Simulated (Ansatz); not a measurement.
`CB(F)CCl` and `CBF` differ in one atom or group.

Ansatz, PBE0-D4/def2-TZVP geometries, multiplicity 1. Each molecule was computed in one conformer, which needn't be the lowest.

| property | `CB(F)CCl` |
| --- | --- |
| LUMO energy (B3LYP/def2-TZVPP) / eV | -1.03 |
| LUMO energy (PBE/def2-TZVPP) / eV | -1.81 |
| size of the dipole moment (B3LYP/def2-TZVPP) / D | 1.97 |
| LUMO energy (PBE0/def2-TZVPP) / eV | -0.78 |
| HOMO energy (ωB97M-V/def2-TZVPP) / eV | -10.57 |
| HOMO energy (PBE0/def2-TZVPP) / eV | -8.28 |

**Question.** What does the change do to each property? (Best estimate.)

**Answer.** The calculation gave: 
```csv
property,`CBF`,shift
LUMO energy (B3LYP/def2-TZVPP) / eV,-0.72,0.31
LUMO energy (PBE/def2-TZVPP) / eV,-1.49,0.32
size of the dipole moment (B3LYP/def2-TZVPP) / D,1.30,-0.67
LUMO energy (PBE0/def2-TZVPP) / eV,-0.45,0.33
HOMO energy (ωB97M-V/def2-TZVPP) / eV,-11.33,-0.76
HOMO energy (PBE0/def2-TZVPP) / eV,-8.97,-0.69
```

With PBE0 the HOMO falls by 0.69 eV and the LUMO rises by 0.33 eV, so the gap widens by about 1.02 eV. PBE moves the HOMO by -0.55 eV and ωB97M-V by -0.76 eV. Dipoles are sizes alone; their direction can turn.

B3LYP here is the variant with VWN-RPA as its local correlation; programs differ in this.
